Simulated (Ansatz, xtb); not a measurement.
**F2HOSi2−: which of two structures lies lower**

Structure I is a singlet given by its coordinates and structure II is `F[Si-]1O[Si@@H]1F`, a singlet. Both are isolated ions in the gas phase, relaxed with PBE0-D3(BJ)/def2-SVPD.

I (Å):

```xyz
6

F    -0.0835    2.7908    0.4525
F    -0.0077   -1.7713   -0.2715
O    -1.2751    0.5600   -0.3548
Si   -0.5157   -0.5122    0.7661
Si    0.1003    1.5449   -0.7025
H     0.9025    0.4710    0.4340
```

Close contacts (Å): F1–Si5 1.71, F2–Si4 1.71, O3–Si4 1.73, O3–Si5 1.73, Si4–Si5 2.60, Si4–H6 1.76, Si5–H6 1.76.

II (Å):

```xyz
6

F    -3.9354    1.9002   -0.6553
F    -0.3357   -0.6442    1.2064
O    -1.3360    1.2718   -0.4768
Si   -2.8746    0.6037   -1.0078
Si   -1.6212    0.4276    0.9882
H    -1.3114    1.4173    2.0918
```

Task: Estimate which is lower in electronic energy at CCSD(T)/def2-SVPD + ΔMP2/def2-TZVPPD, and by roughly how much.

Result: The CCSD(T)/def2-SVPD + ΔMP2/def2-TZVPPD calculation puts structure I lower, by 0.266 eV.

The same difference at several levels:

```tsv
level	geometry	E(II) − E(I) (eV)	departure from the last row (eV)	job, with rough time for the two
PBE0-D3(BJ)/def2-SVPD	PBE0-D3(BJ)/def2-SVPD	+0.272	+0.006	optimisation, 54 s
HF/def2-SVPD	PBE0-D3(BJ)/def2-SVPD	+0.297	+0.031	part of the CCSD(T) run
MP2/def2-SVPD	PBE0-D3(BJ)/def2-SVPD	+0.280	+0.014	part of the CCSD(T) run
CCSD(T)/def2-SVPD	PBE0-D3(BJ)/def2-SVPD	+0.322	+0.056	single point
CCSD(T)/def2-SVPD + ΔMP2/def2-TZVPPD	PBE0-D3(BJ)/def2-SVPD	+0.266		single point, 32 s
```

None of the levels shown reverses the order. The largest departure from CCSD(T)/def2-SVPD + ΔMP2/def2-TZVPPD is that of CCSD(T)/def2-SVPD, 0.056 eV. Levels run at GFN2-xTB geometries aren't shown. The last row adds to CCSD(T) the change of the MP2 difference between the two basis sets, here −0.056 eV.

With harmonic frequencies from PBE0-D3(BJ)/def2-SVPD (ideal gas, rigid rotor, one conformer each, 298.15 K, 1 atm): the zero-point term adds +0.012 eV; ΔH is +0.285 and ΔG +0.255 eV.

The correlated steps freeze 13 core orbitals. Programs: Ansatz 0.2.0; the last row on 2 threads of Intel(R) Xeon(R) 6975P-C (Granite Rapids) on a shared host.
